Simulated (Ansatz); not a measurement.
Consider the cleavage of the Si–Al bond: `[NH2][Al]([SiH3])[SiH2]O` + `[AsH3]` → `O[SiH2][AsH2]` + `[NH2][AlH][SiH3]`.

Gas-phase electronic energies from Ansatz, PBE0-D4/def2-TZVP geometries. CBS: MP2 limit from def2 TZ/QZ plus the TZ coupled-cluster correction, frozen cores. DFT in def2-TZVPP. For As outer-core shells are correlated without core-valence functions, which leaves a few kJ/mol of doubt a bond. Scalar relativity is left out up to krypton. Each species was taken in one conformer, which may not be the lowest.

```csv
species,CAM-B3LYP energy (Eh)
`[NH2][Al]([SiH3])[SiH2]O`,-956.32760
`[AsH3]`,-2237.78269
`O[SiH2][AsH2]`,-2603.79089
`[NH2][AlH][SiH3]`,-590.33249
```

Question: Work out ΔE.

Answer: ΔE = (-2603.79089) + (-590.33249) − (-956.32760) − (-2237.78269) = -0.01309 Eh = -8.2 kcal/mol. CCSD(T)/CBS gives -8.5 kcal/mol.

Largest T1 diagnostic among the species: 0.013.

From PBE to PBE0 (25 % exact exchange), in def2-TZVPP and without D4, ΔE moves by −1.1 kcal/mol. Leaving LDA and LC-ωPBE aside and taking each functional with its dispersion term where it has one, the values, not all of them listed here, spread over 3.6 kcal/mol, from B97M-V to PBE-D4. At CCSD(T), def2-SVP lies +2.0 kcal/mol from the extrapolated value and def2-TZVPP +0.7 kcal/mol.
